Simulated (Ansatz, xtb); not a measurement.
# Isomers of GeH2OSb in order of energy

5 gas-phase structures of GeH2OSb, found in a search over its isomers (lower ones may exist). Each was relaxed with GFN2-xTB; where two conformers were screened, the lower at r2SCAN-D4/def2-SVP is listed:

A. `[O]=[GeH][SbH]`, a doublet
B. a doublet given by its coordinates
C. `[O]1[GeH2][Sb]1`, a doublet
D. a doublet given by its coordinates
E. `[GeH][O][SbH]`, a doublet

B (Å):

```yaml
atoms:
  - { symbol: Ge, position_ang: [-1.5642, 3.8924, -1.4041] }
  - { symbol: O, position_ang: [-1.0110, 4.4987, 0.1593] }
  - { symbol: Sb, position_ang: [-0.4223, 1.4425, -1.3871] }
  - { symbol: H, position_ang: [-0.4661, 4.0165, 0.7793] }
  - { symbol: H, position_ang: [0.2454, 1.7880, 0.1900] }
```

Close contacts (Å): Ge1–O2 1.77, Ge1–Sb3 2.70, O2–H4 0.96, Sb3–H5 1.75.

D (Å):

```xyz
5

Ge   -1.5757    2.8597    0.9293
O    -2.7779    3.8856    1.0763
Sb   -0.2080    3.6099   -1.5477
H     1.1209    3.7138   -0.4623
H     0.1394    1.9296   -1.6470
```

Close contacts (Å): Ge1–O2 1.59, Ge1–Sb3 2.93, Sb3–H4 1.72, Sb3–H5 1.72.

Question: Make a reasoned guess at their ranking by r2SCAN-D4/def2-SVP single-point energy.

Answer: Calculated order at r2SCAN-D4/def2-SVP: B (0.000), C (0.872), E (0.895), D (0.941), A (1.168) eV. Less than 1 kcal/mol parts C and E, so the order within that pair means little.

Energies above the lowest of each column, in eV:

```
structure  GFN2-xTB  HF/STO-3G  r2SCAN-D4/def2-SVP
        B     0.114      0.050               0.000
        C     0.860      0.434               0.872
        E     0.000      0.994               0.895
        D     0.202      0.239               0.941
        A     0.858      0.000               1.168
```

r2SCAN-D4/def2-SVP puts B lowest; GFN2-xTB picks E, HF/STO-3G picks A. Some further structures that were screened fall inside this span and aren't listed. Flexible structures stand in one conformer each, not always the lowest. Frequencies (B3LYP-D3(BJ)/def2-SVP) were run for B alone. Open shells are spin-unrestricted, some with notable spin contamination. Atoms past krypton carry core potentials in the def2 sets, without spin–orbit terms.

Over these structures GFN2-xTB departs from r2SCAN-D4/def2-SVP by 0.359 eV on average once a common shift is removed. A GFN2-xTB relaxation took about 0.078 s and the r2SCAN-D4/def2-SVP energy about 1.9 s on a shared host (Ansatz 0.2.0, xtb 6.7.1).
